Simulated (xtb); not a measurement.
xtb input (GFN2-xTB):

```bash
xtb mol.xyz --gfn 2 --ohess tight --chrg 0 --uhf 0
```
mol.xyz:
```
16

C      2.80742542     0.85328353     0.13248880
C      1.67555110     0.34754057     0.58313359
Se     0.28708425    -0.46466046    -0.51330090
C     -1.26847417     0.07427474     0.59454529
C     -2.45273039    -0.73468880     0.06736408
C     -1.51606141     1.55661881     0.55696294
H      3.56257909     1.24437057     0.80434268
H      3.01190918     0.82481804    -0.96122289
H      1.44300007     0.35557545     1.62818867
H     -1.06128212    -0.28998739     1.59974943
H     -3.32755139    -0.49781521     0.65971792
H     -2.33264635    -1.85148046     0.16678184
H     -2.70826346    -0.51901364    -0.95347747
H     -0.62774888     2.09164997     0.89938265
H     -2.36064133     1.80802762     1.17975960
H     -1.67978122     1.84094735    -0.48996731
```

Output:

```
           -------------------------------------------------
          |                Calculation Setup                |
           -------------------------------------------------

           -------------------------------------------------
          |                 G F N 2 - x T B                 |
           -------------------------------------------------

        Reference                      10.1021/acs.jctc.8b01176
      * Hamiltonian:
        H0-scaling (s, p, d)           1.850000    2.230000    2.230000
        zeta-weighting                 0.500000
      * Dispersion:
        s8                             2.700000
        a1                             0.520000
        a2                             5.000000
        s9                             5.000000
      * Repulsion:
        kExp                           1.500000    1.000000
        rExp                           1.000000
      * Coulomb:
        alpha                          2.000000
        third order                    shell-resolved
        anisotropic                    true
        a3                             3.000000
        a5                             4.000000
        cn-shift                       1.200000
        cn-exp                         4.000000
        max-rad                        5.000000

          ...................................................
          :                      SETUP                      :
          :.................................................:
          :  # basis functions                  40          :
          :  # atomic orbitals                  39          :
          :  # shells                           23          :
          :  # electrons                        36          :
          :  max. iterations                   250          :
          :  Hamiltonian                  GFN2-xTB          :
          :  restarted?                      false          :
          :  GBSA solvation                  false          :
          :  PC potential                    false          :
          :  electronic temp.          300.0000000     K    :
          :  accuracy                    1.0000000          :
          :  -> integral cutoff          0.2500000E+02      :
          :  -> integral neglect         0.1000000E-07      :
          :  -> SCF convergence          0.1000000E-05 Eh   :
          :  -> wf. convergence          0.1000000E-03 e    :
          :  Broyden damping             0.4000000          :
          :  net charge                          0          :
          :  unpaired electrons                  0          :
          ...................................................

 iter      E             dE          RMSdq      gap      omega  full diag
   1    -19.1272133 -0.191272E+02  0.435E+00    4.34       0.0  T
   2    -19.1848213 -0.576081E-01  0.310E+00    3.58       1.0  T
   3    -19.1867304 -0.190906E-02  0.130E+00    3.53       1.0  T
   4    -19.1859884  0.742045E-03  0.657E-01    3.57       1.0  T
   5    -19.1887233 -0.273493E-02  0.272E-01    3.53       1.0  T
   6    -19.1888856 -0.162357E-03  0.154E-01    3.53       1.0  T
[...]
   6 C    6 C           3     1.4529815     1.5183246     1.3226923

           -------------------------------------------------
          |               Frequency Printout                |
           -------------------------------------------------
 projected vibrational frequencies (cm⁻¹)
eigval :       -0.00    -0.00    -0.00    -0.00     0.00     0.00
eigval :       39.19    88.24   124.54   207.05   229.72   266.55
eigval :      268.90   323.88   405.20   521.22   527.03   570.32
eigval :      850.90   921.86   939.94   973.67   977.26   988.73
eigval :     1041.12  1137.29  1156.84  1207.01  1228.16  1294.02
Molecule has no symmetry elements
It seems to be the C1 point group
eigval :     1380.67  1405.01  1415.78  1482.58  1484.57  1491.87
eigval :     1495.07  1632.40  2904.07  3009.05  3016.00  3018.95
eigval :     3021.93  3025.17  3027.60  3031.15  3093.90  3121.82
 reduced masses (amu)
   1: 15.83   2: 18.19   3: 10.58   4: 44.73   5: 44.24   6: 57.28   7: 18.51   8: 11.53
   9: 20.31  10:  1.37  11:  5.06  12: 16.86  13: 18.75  14: 17.48  15:  8.32  16: 14.05
  17:  7.52  18: 20.24  19:  3.62  20:  8.13  21:  2.44  22:  3.56  23:  2.11  24:  3.71
  25:  3.19  26:  7.95  27:  6.79  28:  3.77  29:  3.45  30:  4.55  31:  2.16  32:  3.20
  33:  3.03  34:  1.55  35:  1.58  36:  1.51  37:  1.55  38: 11.06  39:  1.77  40:  1.86
  41:  1.89  42:  1.86  43:  1.80  44:  1.66  45:  1.51  46:  1.55  47:  1.52  48:  2.10
 IR intensities (km·mol⁻¹)
   1:  1.27   2:  0.35   3:  0.42   4:  0.10   5:  0.04   6:  0.13   7:  0.32   8:  0.64
   9:  0.13  10:  0.01  11:  0.25  12:  0.31  13:  0.09  14:  1.26  15:  0.84  16:  2.14
  17:  2.40  18:  5.87  19: 12.67  20:  1.00  21:  0.94  22:  5.27  23: 24.64  24:  2.22
  25:  1.47  26:  2.92  27: 38.69  28: 62.90  29: 38.74  30:  2.29  31:  6.06  32:  9.93
  33:  5.46  34:  1.38  35:  1.05  36:  6.53  37:  3.82  38: 74.15  39: 27.97  40: 18.93
  41: 63.42  42: 12.40  43: 23.09  44:  6.61  45: 24.91  46: 25.54  47:  7.24  48: 30.56
 Raman intensities (Ä⁴*amu⁻¹)
   1:  0.00   2:  0.00   3:  0.00   4:  0.00   5:  0.00   6:  0.00   7:  0.00   8:  0.00
   9:  0.00  10:  0.00  11:  0.00  12:  0.00  13:  0.00  14:  0.00  15:  0.00  16:  0.00
  17:  0.00  18:  0.00  19:  0.00  20:  0.00  21:  0.00  22:  0.00  23:  0.00  24:  0.00
  25:  0.00  26:  0.00  27:  0.00  28:  0.00  29:  0.00  30:  0.00  31:  0.00  32:  0.00
  33:  0.00  34:  0.00  35:  0.00  36:  0.00  37:  0.00  38:  0.00  39:  0.00  40:  0.00
  41:  0.00  42:  0.00  43:  0.00  44:  0.00  45:  0.00  46:  0.00  47:  0.00  48:  0.00
 output can be read by thermo (or use thermo option).
 writing <g98.out> molden fake output.
 recommended (thermochemical) frequency scaling factor: 1.0
           -------------------------------------------------
          |             Thermodynamic Functions             |
           -------------------------------------------------

c1  symmetry found (for desy threshold:  0.10E+00) used in thermo

          ...................................................
          :                      SETUP                      :
          :.................................................:
          :  # frequencies                          42      :
          :  # imaginary freq.                       0      :
          :  linear?                             false      :
          :  only rotor calc.                    false      :
          :  symmetry                               c1      :
          :  rotational number                       1      :
          :  scaling factor                  1.0000000      :
          :  rotor cutoff                   50.0000000 cm⁻¹ :
          :  imag. cutoff                  -20.0000000 cm⁻¹ :
          :.................................................:

    mode    ω/cm⁻¹     T·S(HO)/kcal·mol⁻¹    T·S(FR)/kcal·mol⁻¹   T·S(vib)
   ------------------------------------------------------------------------
       1     39.19    -1.58006 ( 27.40%)    -1.12827 ( 72.60%)    -1.25207
       2     88.24    -1.10279 ( 90.65%)    -0.88809 (  9.35%)    -1.08273
       3    124.54    -0.90302 ( 97.47%)    -0.78607 (  2.53%)    -0.90006
       4    207.05    -0.61702 ( 99.66%)    -0.63552 (  0.34%)    -0.61708
       5    229.72    -0.56086 ( 99.78%)    -0.60476 (  0.22%)    -0.56096
       6    266.55    -0.48255 ( 99.88%)    -0.56071 (  0.12%)    -0.48264
       7    268.90    -0.47801 ( 99.88%)    -0.55811 (  0.12%)    -0.47810
   ------------------------------------------------------------------------

   temp. (K)  partition function   enthalpy   heat capacity  entropy
                                   cal/mol     cal/K/mol   cal/K/mol   J/K/mol
 298.15  VIB   340.                 3778.643     23.419     23.082
         ROT  0.307E+06              888.752      2.981     28.092
Note: The following floating-point exceptions are signalling: IEEE_UNDERFLOW_FLAG IEEE_DENORMAL
normal termination of xtb
         INT  0.105E+09             4667.396     26.400     51.174
         TR   0.176E+28             1481.254      4.968     40.890
         TOT                        6148.6495    31.3684    92.0636   385.1941

       T/K    H(0)-H(T)+PV         H(T)/Eh          T*S/Eh         G(T)/Eh
   ------------------------------------------------------------------------
    298.15    0.979850E-02    0.142721E+00    0.437424E-01    0.989786E-01
   ------------------------------------------------------------------------

         :::::::::::::::::::::::::::::::::::::::::::::::::::::
         ::                  THERMODYNAMIC                  ::
         :::::::::::::::::::::::::::::::::::::::::::::::::::::
         :: total free energy         -18.835702462512 Eh   ::
         ::.................................................::
         :: total energy              -18.934681049045 Eh   ::
         :: zero point energy           0.132922471524 Eh   ::
         :: G(RRHO) w/o ZPVE           -0.033943884992 Eh   ::
         :: G(RRHO) contrib.            0.098978586533 Eh   ::
         :::::::::::::::::::::::::::::::::::::::::::::::::::::

optimized geometry written to: xtbopt.xyz

           -------------------------------------------------
          | TOTAL ENERGY              -18.934681049045 Eh   |
          | TOTAL ENTHALPY            -18.791960080778 Eh   |
          | TOTAL FREE ENERGY         -18.835702462512 Eh   |
          | GRADIENT NORM               0.000181264479 Eh/α |
          | HOMO-LUMO GAP               3.662163004971 eV   |
           -------------------------------------------------

------------------------------------------------------------------------
------------------------------------------------------------------------
 total:
 SCF:
 ANC optimizer:
 analytical hessian:
```
